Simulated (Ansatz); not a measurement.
Z-matrix (Å, degrees):
```
C
N 1 1.438
H 1 1.091 2 111.5
H 1 1.100 2 111.5 3 120.1
H 1 1.100 2 111.6 3 -120.2
Ga 2 1.805 1 126.1 3 0.5
C 2 1.443 1 113.4 3 -179.7
F 6 1.765 2 113.3 1 -179.9
N 6 1.805 2 133.5 1 0.2
H 7 1.100 2 111.3 1 59.8
H 7 1.100 2 111.4 1 -59.9
H 7 1.091 2 110.7 1 179.9
C 9 1.438 6 126.1 2 0.4
C 9 1.443 6 120.5 2 -179.7
H 13 1.100 9 111.5 6 -120.1
H 13 1.091 9 111.5 6 0.0
H 13 1.100 9 111.5 6 120.2
H 14 1.091 9 110.7 6 0.0
H 14 1.100 9 111.3 6 -120.1
H 14 1.100 9 111.3 6 120.2
```

Charge 0, multiplicity 1.

List the r2SCAN/def2-TZVPP orbital energies in eV (the Gaussian-basis code of Ansatz). (An estimate is asked.)

Computed: Occupied: -10121.96, -1244.09, -1100.54, -1100.43, -1100.40, -664.50, -385.29, -385.29, -273.77, -273.77, -273.55, -273.54, -147.87, -100.80, -100.60, -100.50, -29.10, -23.71, -23.52, -20.40, -20.34, -20.30, -20.28, -20.23, -18.42, -18.38, -15.90, -15.65, -12.78, -11.98, -11.54, -11.50, -11.42, -11.32, -10.34, -9.79, -9.78, -9.47, -9.28, -8.93, -8.80, -8.70, -8.06, -5.71, -5.05. Lowest empty: -0.76, 0.00, 0.99, 1.48, 1.57, 2.23, 2.67, 3.02.
